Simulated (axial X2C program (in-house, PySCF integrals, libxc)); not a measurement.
Outer orbitals of NbH at 1.784 Å, PBE0

Computed with an axial X2C code built on PySCF integrals. Spin-free means the one-electron spin-free X2C Hamiltonian; two-component (2c) means X2C with spin–orbit coupling and atomic mean-field two-electron Coulomb and Gaunt terms, so the difference of the two also holds small scalar two-electron terms. Basis: Nb dyall-cv3z [11s12p9d5f3g], H dyall-v3z [6s2p1d] (cores contracted in-house); Gaussian nuclei, density fitting, unrestricted open shells. Masses: Nb 92.906 u, H 1.008 u.

The distance is close to the 2c PBE0 minimum; the highest filled and lowest empty levels are listed.

Spin-free orbitals, state M_S = 2, Λ = 2 (beyond evenly filled blocks: σα, π+α, π-α, δ+α) (Löwdin shares):

| symmetry | occupied | ε (eV) | atomic character |
| --- | --- | --- | --- |
| σα | yes | -7.70 | 50% H s, 27% Nb d, 17% Nb s |
| σβ | yes | -7.35 | 57% H s, 20% Nb d, 14% Nb s |
| δ+α | yes | -5.62 | 100% Nb d |
| π+α | yes | -5.46 | 97% Nb d, 2% H p |
| π-α | yes | -5.35 | 97% Nb d, 2% H p |
| σα | yes | -5.18 | 57% Nb s, 35% Nb d, 4% Nb p |
| δ-α | no | -2.70 | 100% Nb d |
| σβ | no | -1.55 | 66% Nb s, 21% Nb d, 9% Nb p |
| σα | no | -1.52 | 62% Nb p, 24% Nb d, 8% H s |
| π+α | no | -1.00 | 98% Nb p |

The lowest two-component determinant found has another configuration (Ω = 1 (⟨Sz⟩ = 2.00, ⟨Lz⟩ = -1.00 at PBE0)), so the levels differ by more than spin–orbit coupling. Its spinors:

```json
{"ω": "-3/2", "occupied": "yes", "ε (eV)": "-34.66", "atomic character": "100% Nb p", "λ mixture": "100% π"}
{"ω": "1/2", "occupied": "yes", "ε (eV)": "-7.99", "atomic character": "49% H s, 31% Nb d, 13% Nb s", "λ mixture": "100% σ"}
{"ω": "-1/2", "occupied": "yes", "ε (eV)": "-7.77", "atomic character": "56% H s, 21% Nb d, 13% Nb s", "λ mixture": "100% σ"}
{"ω": "-3/2", "occupied": "yes", "ε (eV)": "-5.30", "atomic character": "100% Nb d", "λ mixture": "100% δ"}
{"ω": "-1/2", "occupied": "yes", "ε (eV)": "-5.25", "atomic character": "96% Nb d, 2% H p", "λ mixture": "100% π"}
{"ω": "1/2", "occupied": "yes", "ε (eV)": "-5.19", "atomic character": "58% Nb s, 34% Nb d, 5% H s", "λ mixture": "100% σ"}
{"ω": "5/2", "occupied": "yes", "ε (eV)": "-5.06", "atomic character": "100% Nb d", "λ mixture": "100% δ"}
{"ω": "3/2", "occupied": "no", "ε (eV)": "-2.49", "atomic character": "95% Nb d, 2% H p", "λ mixture": "100% π"}
{"ω": "1/2", "occupied": "no", "ε (eV)": "-1.69", "atomic character": "61% Nb p, 22% Nb d, 8% H s", "λ mixture": "100% σ"}
{"ω": "-1/2", "occupied": "no", "ε (eV)": "-1.38", "atomic character": "68% Nb s, 20% Nb p, 9% Nb d", "λ mixture": "100% σ"}
{"ω": "-1/2", "occupied": "no", "ε (eV)": "-0.93", "atomic character": "97% Nb p", "λ mixture": "99% π, 1% σ"}
```

Problem. How does the gap between the highest filled and lowest empty level change from the spin-free to the 2c table?

Solution. From 2.48 to 2.57 eV at PBE0, a change of 0.09 eV.

Mulliken charges and populations of the two-component result (they depend on the basis, above all on diffuse functions):

Nb 0.25 e (s 8.90 p 18.05 d 13.79 f 0.01), H -0.25 e (s 1.22 p 0.02). ⟨Lz⟩ = -1.00 ħ and ⟨Sz⟩ = 2.00 ħ (2.05 and -0.06 on the two atoms), which add up to Ω.

One determinant describes the state; a PBE0 search over occupations chose it and may have missed a lower one. Density functionals use the spin component along the axis (collinear). PBE0 can misorder states that lie within some tenths of an eV, so this need not be the ground state of the molecule. The nearest other spin-free determinant of the search, M_S = 2, Λ = 1, lies 0.007 eV up at the distance of the search. Without a current term, density functionals place determinants with orbital angular momentum somewhat too high. With several unpaired electrons one determinant need not be a pure state. Open-shell Ω = 0 determinants with evenly filled partner blocks cannot be reached by this program, so the Ω shown need not be the lowest component.
